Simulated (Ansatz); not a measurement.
WNF3⁺, relaxed as a doublet with UKS PBE0-D4/def2-SVP in Ansatz, starting from the PBE0-D4/def2-SVP geometry of the neutral singlet. Force threshold 0.02 eV/Å.

In the def2 sets W takes a core potential; there is no spin–orbit coupling. No other spin state of charge 1 was run.

Start:

```xyz
5

W    -0.0083    0.0183   -0.0627
N     0.2009   -0.4407    1.5091
F     1.6866   -0.1652   -0.8046
F    -0.6096    1.7729    0.0671
F    -1.2695   -1.1853   -0.7089
```

```json
{"step": "1", "energy (eV)": "-11441.2220", "largest force component (eV/Å)": "3.216", "SCF passes": "72"}
{"step": "2", "energy (eV)": "-11441.4136", "largest force component (eV/Å)": "0.441", "SCF passes": "129"}
{"step": "3", "energy (eV)": "-11441.4177", "largest force component (eV/Å)": "0.013", "SCF passes": "137"}
```

Force components are those of the run's own axes.

End:

```csv
atom,x (Å),y (Å),z (Å)
W1,-0.0063,0.0139,-0.0476
N2,0.2076,-0.4554,1.5596
F3,1.6224,-0.1481,-0.8151
F4,-0.5934,1.7221,0.0260
F5,-1.2303,-1.1325,-0.7229
```

By distances, no bond broke or formed. The bond that changes most is W1–F5, from 1.86 to 1.81 Å (atoms count from 1).

No frequencies were taken in this run, so the end may be a saddle point.

Run time 17 s (4 threads of Arm Neoverse V2 on a shared host).
